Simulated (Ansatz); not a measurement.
## Relaxing a trial structure of C2H11AlSi2

The starting geometry of this gas-phase singlet was optimised with GFN2-xTB; its bonds are those of `[CH3][Al]([SiH3])[CH2][SiH3]`.

```xyz
16

C    -0.9073    1.2168   -0.1884
C     1.1392   -1.2602   -1.3649
Al   -0.7058   -0.5069   -1.1741
Si   -2.5911   -1.6731   -2.1576
Si    2.3518   -0.1629   -2.3377
H    -1.9487    1.5515   -0.0954
H    -0.3608    2.0360   -0.6736
H    -0.5084    1.1593    0.8331
H    -3.8834   -0.9780   -1.9498
H    -2.5317   -1.8784   -3.6227
H    -2.8387   -3.0340   -1.6274
H     1.0900   -2.2373   -1.8697
H     1.5915   -1.4594   -0.3830
H     2.5910    1.1000   -1.6304
H     1.7825    0.1384   -3.6599
H     3.6443   -0.8347   -2.5297
```

Q: Predict what becomes of its bonds when it is optimised with PBE-D3(BJ)/def2-SVP.

A: It keeps its bonds, and is `[CH3][Al]([SiH3])[CH2][SiH3]`.

The energy falls by 0.15 eV over 32 steps:

```csv
step,E − E(last) (eV)
1,0.145
4,0.010
8,0.007
11,0.005
15,0.003
18,0.002
22,0.001
25,0.000
29,0.000
32,0.000
```

Final geometry (Å):

```xyz
16

C    -0.9764    1.1257    0.1079
C     1.1750   -1.2048   -1.1829
Al   -0.6371   -0.4431   -1.0296
Si   -2.4334   -1.4697   -2.3744
Si    2.2017   -0.3544   -2.5199
H    -1.8891    0.9994    0.7281
H    -1.1612    2.0180   -0.5308
H    -0.1286    1.3683    0.7809
H    -3.6353   -0.5769   -2.5714
H    -1.9529   -1.8825   -3.7465
H    -2.9409   -2.7316   -1.7101
H     1.1246   -2.2865   -1.4343
H     1.7173   -1.0969   -0.2176
H     2.3490    1.1148   -2.2112
H     1.5163   -0.4664   -3.8588
H     3.5854   -0.9362   -2.6604
```

The end wasn't checked by frequencies. Run with Ansatz 0.2.0, 74 s on 2 threads of Arm Neoverse V2, on a shared host.
